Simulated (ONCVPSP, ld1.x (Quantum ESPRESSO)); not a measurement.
Potentials for C compared

Generated with ld1.x 7.5 (TM, RRKJ, ultrasoft, PAW), atompaw 4.2 or ONCVPSP 4.0.1. The cutoff is in Ry: for ld1.x and atompaw files where the sum of valence levels is converged to 10 mRy in a Bessel basis, for ONCV files where the hardest occupied wave has 1 mHa per electron of residual kinetic energy. The error is the largest all-electron minus pseudo excitation energy over each file’s own four to seven test configurations (ionisations up to +4, promotions, holes and added fractions of an electron), all of which were solved. The labels leave out finer settings (local radius, basis sizes, second energies), which also bear on the numbers. Spin-polarised tests are not counted. The rows are a selection from randomly drawn settings: files with unsolved tests, undetermined cutoffs or missed reference levels are left out.

A true bound ghost makes a file unfit for plane-wave use even where its test errors are small: the radial tests pick states by their node count and pass the ghost by.

```csv
potential,cutoff (Ry),largest error (meV),bound ghosts
"ONCV, PBE, scalar-relativistic, rc 1.10/3.20/3.30 (spd), local smoothed, core correction yes, reference 2s2 2p2, qcut 6.6/5.1/2.6, projectors 2/3/2",36,+2776,none
"ONCV, LDA (Perdew-Wang 92), scalar-relativistic, rc 1.35/3.20 (sp), local s, core correction no, reference 2s2 2p2, qcut 5.9/5.1, projectors 0/2",29,+2555,none
"ONCV, PBE, scalar-relativistic, rc 0.85/0.65/0.85 (spd), local smoothed, core correction yes, reference 2s2, qcut 9.4/13.4/13.4, projectors 1/2/2",42,+51,none
"ONCV, Wu-Cohen, fully relativistic, rc 1.05/2.95/2.60 (spd), local smoothed, core correction no, reference 2s2 2p1, qcut 5.3/4.3/4.4, projectors 3/2/2",80,+1388,s
"ONCV, BLYP, scalar-relativistic, rc 0.45/2.20/1.95 (spd), local smoothed, core correction no, reference 1s2 2s2 2p1, qcut 24.7/6.8/5.6, projectors 2/2/2",512,+392,"p, d"
"ONCV, PBE, scalar-relativistic, rc 1.20/1.75/1.35 (spd), local smoothed, core correction yes, reference 2s1.75 2p2.25, qcut 7/8.3/8.4, projectors 1/1/2",39,+446,none
"ONCV, PBE, scalar-relativistic, rc 0.90/2.90 (sp), local s, core correction yes, reference 2s2 2p2, qcut 6.4/5.1, projectors 0/2",39,+2038,none
"RRKJ, LDA (PZ), scalar-relativistic, rc 1.05/1.90 (sp), local s, core correction yes, reference 2s2 2p1.5",35,+515,none
```

(1) Fill in the row for C: ONCV, PBEsol, scalar-relativistic, rc 1.10/1.30/1.00 (spd), local smoothed, core correction no, reference 2s2 2p0.5, qcut 4.9/5.8/9.3, projectors 2/2/2.

## Answers

(1) cutoff 135 Ry, largest error +195 meV, bound ghosts: none.
